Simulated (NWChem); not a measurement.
# Ionisation of 2-butanone (C4H8O)

SMILES: CCC(C)=O
```xyz
13

C      1.8380     0.5199    -0.2666
C      0.8487    -0.2858     0.5912
C     -0.5477    -0.2814    -0.0247
C     -1.4922     0.8207     0.4204
O     -0.8728    -1.1101    -0.8458
H      2.8456     0.5002     0.1765
H      1.5350     1.5758    -0.3583
H      1.9030     0.0973    -1.2811
H      1.1773    -1.3352     0.6471
H      0.8176     0.1239     1.6148
H     -0.9990     1.8061     0.3897
H     -1.7889     0.6468     1.4693
H     -2.3890     0.8260    -0.2131
```
Charge 0, spin multiplicity 1.

Program: NWChem. The geometry was optimised at B3LYP/def2-SVP, a minimum by its harmonic frequencies. It is one conformer; others weren't searched.

Basis set: def2-SVP. −ε marks an orbital energy of the parent.

The correlated methods keep 5 core orbitals frozen. B3LYP has NWChem's definition, with VWN1-RPA local correlation.

Task: For the first vertical ionisation energy, −ε(HOMO) of HF gives 11.07 eV and −ε(HOMO) of B3LYP gives 6.71 eV. What do −ε(HOMO) of PBE, −ε(HOMO) of BP86, G0W0@HF give?

Result: −ε(HOMO) of PBE: 5.32 eV; −ε(HOMO) of BP86: 5.43 eV; G0W0@HF: 9.83 eV.
